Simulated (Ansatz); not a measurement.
Reaction (redistribution): `[Cl][GeH]([Cl])[Cl]` + `[SH][In]([SH])[Br]` → `[Cl][GeH]([Cl])[Br]` + `[SH][In]([SH])[Cl]`

Program: Ansatz. Geometries: PBE0-D4/def2-TZVP. ΔE: electronic, gas phase. CCSD(T)/CBS is the MP2 limit (def2-TZVPP, def2-QZVPP) plus CCSD(T) − MP2 in def2-TZVPP, frozen cores. Functionals use def2-TZVPP. HSE06 is defined as in plane-wave codes. Elements past krypton have def2 core potentials. For Br, Ge, In outer-core shells are correlated without core-valence functions, which leaves a few kJ/mol of doubt a bond. Scalar relativity is left out up to krypton. Each species was taken in one conformer, which may not be the lowest.

| level | ΔE (kJ/mol) | difference from CCSD(T)/CBS |
| --- | --- | --- |
| revPBE-D4 | 10.0 | -2.5 |
| BLYP-D4 | 9.8 | -2.7 |
| PBE0-D4 | 11.6 | -0.9 |
| HSE06-D4 | 11.6 | -0.9 |
| BHLYP-D4 | 12.5 | 0.0 |
| B2PLYP | 12.0 | -0.5 |
| PBE-QIDH | 12.7 | 0.2 |
| PBE | 10.4 | -2.1 |
| PBE0 | 11.7 | -0.8 |
| r2SCANh | 11.9 | -0.6 |
| LC-ωPBE | 11.8 | -0.7 |
| HF/def2-SVP | 13.8 | 1.3 |
| MP2/def2-TZVPP | 12.3 | -0.2 |
| CCSD(T)/def2-TZVPP | 12.1 | -0.4 |
| HF/CBS(def2) | 14.9 | 2.4 |
| CCSD/CBS(def2) | 12.7 | 0.2 |
| CCSD(T)/CBS | 12.5 | 0 |

Problem. What do rigid-rotor, harmonic-oscillator terms from PBE0-D4/def2-TZVP frequencies (298.15 K, 1 bar) make of the CCSD(T)/CBS value? (Estimate.)

Solution. The calculation gave: ΔZPE = -0.3 kJ/mol, ΔH = +12.2 kJ/mol, ΔS = 10 J/(mol·K), ΔG = +9.4 kJ/mol.

Largest T1 diagnostic among the species: 0.013.

Leaving LDA and LC-ωPBE aside and taking each functional with its dispersion term where it has one, the values spread over 3.0 kJ/mol, from BLYP-D4 to PBE-QIDH.
